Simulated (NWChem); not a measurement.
# BH$_{3}$; SMILES B

Computed with NWChem. The level has its own optimisation; frequencies are unscaled.

### Question
Estimate the computed values for PBE0/def2-TZVP. Quantities: r B–H (Å); highest harmonic frequency (cm⁻¹); lowest (cm⁻¹); zero-point energy (kcal/mol).

### Answer
The r B–H (Å) comes out as 1.193 and the highest harmonic frequency (cm⁻¹) is 2694. The lowest (cm⁻¹) is 1145 and the zero-point energy (kcal/mol) is 16.4.
